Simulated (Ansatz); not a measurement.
Ansatz (a first-principles code) input (CCSD(T)/cc-pVDZ):

Ansatz 0.2 input:
```yaml
crystal:
  periodic: [false, false, false]
  atoms:
    - {symbol: B, position_ang: [0.04258959, 0.75223681, -0.02933815]}
    - {symbol: O, position_ang: [1.39717773, 0.54891874, -0.05499463]}
    - {symbol: C, position_ang: [1.98046181, -0.67390060, -0.02334560]}
    - {symbol: O, position_ang: [-0.79621940, -0.30712183, 0.03112602]}
    - {symbol: C, position_ang: [-2.20876134, -0.15348079, 0.06007564]}
    - {symbol: H, position_ang: [-0.34534936, 1.87891785, -0.06217413]}
    - {symbol: H, position_ang: [3.05686825, -0.67506447, -0.04976574]}
    - {symbol: H, position_ang: [1.36564447, -1.55861766, 0.02504349]}
    - {symbol: H, position_ang: [-2.63776068, -0.67136997, -0.79836622]}
    - {symbol: H, position_ang: [-2.59416205, -0.60467550, 0.97498639]}
    - {symbol: H, position_ang: [-2.49605805, 0.89953864, 0.02753568]}
basis:
  gaussian:
    orbitals: cc-pVDZ
magnetization: {spin_polarized: true, initial_magnetization: 1}
correlation: {method: ccsd_t, electrons: outside_noble_gas}
```

Output:

```
Functional definition: HF
integrals: 0.19 GiB planned
905 factors; integrals over basis functions are off by at most 1.2e-3 eV
mean field: 0.40 GiB planned
mean field evaluation 1: about -6900.2014 eV, gradient 2.3e1 eV
mean field evaluation 2: about -6900.4032 eV, gradient 2.4e1 eV
mean field evaluation 4: about -6903.0903 eV, gradient 3.2e0 eV
mean field evaluation 8: about -6903.1652 eV, gradient 3.8e-1 eV
mean field evaluation 16: about -6903.1679 eV, gradient 3.6e-6 eV
mean field -6903.16788300 eV, -253.6867405648 hartree, gradient 3.6e-6 eV, S^2 0.762078; 0 other end points of the search recorded, 0 dependent functions left out
5 core orbitals not correlated
reference -6903.16788300 eV, -253.6867405648 hartree; 15, 14 occupied and 80, 81 virtual orbitals, 905 factors
second order -19.22636234 eV of doubles, -0.00000000 eV of singles
coupled cluster: 0.70 GiB planned
cycle   1  -19.85615995 eV  change   -6.3e-1 eV  update   1.1e-1
cycle   2  -20.39281463 eV  change   -5.4e-1 eV  update   3.2e-2
cycle   3  -20.54523092 eV  change   -1.5e-1 eV  update   2.0e-2
cycle   4  -20.54012487 eV  change    5.1e-3 eV  update   6.8e-3
cycle   5  -20.53891108 eV  change    1.2e-3 eV  update   3.1e-3
cycle   6  -20.53965164 eV  change   -7.4e-4 eV  update   1.2e-3
cycle   7  -20.53936105 eV  change    2.9e-4 eV  update   4.7e-4
cycle   8  -20.53940647 eV  change   -4.5e-5 eV  update   1.9e-4
cycle   9  -20.53946478 eV  change   -5.8e-5 eV  update   7.2e-5
cycle  10  -20.53942259 eV  change    4.2e-5 eV  update   3.0e-5
cycle  11  -20.53943960 eV  change   -1.7e-5 eV  update   1.5e-5
perturbative correction -0.54569025 eV, -0.0200537468 hartree
Total energy: -6924.25301284 eV, -254.4616047948 hartree
```

It need not be the lowest isomer of its formula.
